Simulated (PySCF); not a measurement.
**MgGe from Hartree–Fock to correlated methods**

State: ³Σ⁻ (triplet), unpaired electrons π ↑↑. Set-up: basis Mg aug-pcseg-1, Ge aug-pcseg-1; no relativity; PySCF 2.14. De refers to Mg + Ge in their high-spin ground configurations, without counterpoise correction. The functionals are run spin-unrestricted. A positive dipole means Mg(−)Ge(+). Levels whose curve was spin-contaminated or gave no clean fit are not listed.

```tsv
Level	Re (Å)	ωe (cm⁻¹)	De (eV)	μ (D)	CPU s a point (SCF and correlation, without the integrals)
ROHF	2.871	134	0.212	-3.30	0.12
ROHF-MP2	2.647	235	0.75	n/a	0.28
ROHF-SCS-MP2	2.679	217	0.62	n/a	n/a
ROHF-CCSD	2.714	212	0.61	n/a	n/a
ROHF-CCSD(T)	2.693	224	0.71	n/a	15
PBE	2.622	245	1.14	-3.29	0.97
BLYP	2.649	229	0.89	-3.22	0.68
M06-L	2.609	237	1.03	-3.40	1.4
```

The bond length runs from 2.609 Å (M06-L) to 2.871 Å (ROHF). De spans 0.21 eV (ROHF, mean field) to 1.14 eV (PBE, GGA). Correlation at CCSD(T) changes the Hartree–Fock bond energy by +0.50 eV; the triples alone change it by +0.10 eV.

Correlated steps freeze 10 core orbitals. Correlated levels converge slowly with the basis: in double zeta they bind strong bonds too weakly, by up to about 1 eV, and carry superposition errors of some tenths. Spin–orbit coupling is left out. UHF is strongly spin-contaminated for MgGe, so the ROHF reference used there is far from stable. The state was picked by a PBE0 search and need not be the measured ground state.

The whole job (state search and all levels along the bond) took about 4.7 min on 1 thread of Arm Neoverse N1 (shared host), peak memory 0.58 GiB.
